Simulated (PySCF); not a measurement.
# How the method moves the HOMO and LUMO of `CBCB(F)Cl`

Compound: C2H6B2ClF.
Atom-mapped SMILES: `[CH3:1][BH:2][CH2:3][B:4]([F:5])[Cl:6]` (hydrogens: H7, H8, H9 on C1; H10 on B2; H11, H12 on C3)

Cartesian coordinates in Å at the PBE0-D3(BJ)/def2-SVP level; atoms count from 1:
```xyz
12
C2H6B2ClF angstrom
C     -1.6089    0.1832   -0.4701
B     -0.5856   -0.3177    0.5948
C      0.8302    0.3358    0.7977
B      1.7222   -0.2671   -0.3243
F      2.4512   -1.3470   -0.1122
Cl     1.7639    0.3929   -1.9588
H     -2.5977    0.3398   -0.0054
H     -1.7719   -0.6345   -1.1972
H     -1.3159    1.0858   -1.0246
H     -0.8671   -1.2954    1.2574
H      1.2662    0.0841    1.7754
H      0.7653    1.4235    0.6376
```

Basis pcSseg-1 throughout (PySCF), one geometry. Isolated species at its PBE0-D3(BJ)/def2-SVP geometry (one conformer only).

**Question.** How do the orbital energies, the gap and the dipole change with the method?

**Answer.** 
```csv
method,kind,HOMO (eV),LUMO (eV),gap (eV),μ (D),SCF cycles
BLYP,GGA,-7.36,-2.37,4.99,1.50,13
OPBE,GGA,-7.45,-2.39,5.06,1.55,14
PBE,GGA,-7.47,-2.55,4.92,1.52,14
B97-D,GGA,-7.49,-2.36,5.13,1.56,14
LDA,LDA,-7.54,-2.82,4.72,1.59,14
KT2,GGA,-7.57,-2.60,4.97,1.56,14
BP86,GGA,-7.59,-2.62,4.97,1.54,14
KT3,GGA,-7.61,-2.49,5.12,1.54,14
B97-2,global hybrid,-8.63,-1.61,7.02,1.67,12
B3LYP,global hybrid,-8.65,-1.81,6.84,1.62,12
PBE0,global hybrid,-8.87,-1.62,7.25,1.67,12
mPW1PW91,global hybrid,-8.92,-1.62,7.29,1.68,12
BHandHLYP,global hybrid,-10.19,-0.56,9.62,1.76,12
CAM-B3LYP,range-separated hybrid,-10.28,-0.48,9.80,1.66,12
wB97X-D,range-separated hybrid,-10.80,0.25,11.05,1.72,13
LC-wPBE,range-separated hybrid,-11.68,0.68,12.35,1.69,12
HF,Hartree–Fock,-12.22,2.03,14.25,1.91,10
```

The HOMO spans 4.86 eV, from BLYP down to HF, and the gap runs from 4.72 eV (LDA) to 14.25 eV (HF). Over the methods BLYP (0 %), OPBE (0 %), PBE (0 %), B97-D (0 %), LDA (0 %), KT2 (0 %), BP86 (0 %), KT3 (0 %), B97-2 (21 %), B3LYP (20 %), PBE0 (25 %), mPW1PW91 (25 %), BHandHLYP (50 %), HF (100 %), a straight line through the gap against the share of exact exchange rises by 0.93 eV for each 10 % (correlation coefficient 0.999). The dipole ranges from 1.50 D (BLYP) to 1.91 D (HF). This basis has no diffuse functions.
